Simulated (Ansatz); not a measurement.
Geometry optimisation, Ansatz 0.2.0, RKS PBE0-D4/def2-SVP.

Input file:

```yaml
crystal:
  periodic: [false, false, false]
  atoms:
    - { symbol: Mg, position_ang: [-1.363074, -1.209051, -0.877123] }
    - { symbol: Br, position_ang: [0.295538, -2.523193, 0.570409] }
    - { symbol: Cl, position_ang: [-2.987992, -0.575261, -2.211595] }
    - { symbol: H, position_ang: [1.127517, 0.14971, 0.8435] }
    - { symbol: "N", position_ang: [0.799335, 1.041401, 0.47033] }
    - { symbol: H, position_ang: [0.567283, 1.647261, 1.252428] }
    - { symbol: H, position_ang: [1.561392, 1.469032, -0.047849] }
basis:
  gaussian: { orbitals: def2-SVP }
hamiltonian:
  xc: pbe0
  dispersion: d4
relax:
  f_tol: 0.03
  max_steps: 50
```

Command:

```bash
$ ansatz run input.yaml --threads 2 --pin off --max-ram 3072MiB --backend cpu --events-out ev --progress --plain --runs-dir out
```

**Question.** Where does it end, and by what steps?

**Answer.** The run converged. After 9 steps the energy has fallen by 1.163 eV; Cl3 moved furthest, 1.08 Å. Joined: Mg1–N5 (3.40 → 2.16 Å).

| step | energy less start (eV) | largest force component (eV/Å) | accepted |
| --- | --- | --- | --- |
| 0 | 0.0000 | 1.243 | yes |
| 1 | -0.3253 | 0.474 | yes |
| 2 | -0.5499 | 0.653 | yes |
| 3 | -0.8114 | 0.594 | yes |
| 4 | -1.0444 | 0.188 | yes |
| 5 | -1.0978 | 0.424 | yes |
| 6 | -1.1388 | 0.334 | yes |
| 7 | -1.1539 | 0.224 | yes |
| 8 | -1.1611 | 0.128 | yes |
| 9 | -1.1629 | 0.022 | yes |

```xyz
7
Properties=species:S:1:pos:R:3
Mg -0.732 -0.894 -0.439
Br 0.247 -2.820 0.575
Cl -2.259 0.067 -1.740
H 1.242 0.322 0.908
N 0.516 0.702 0.299
H 0.001 1.399 0.841
H 0.985 1.224 -0.444
```

Whether the end is a true minimum wasn't checked by a vibrational analysis.

Run time: 10 s on 2 threads of AMD EPYC 9R45 (Zen 5), on a shared host, peak memory 0.23 GiB.
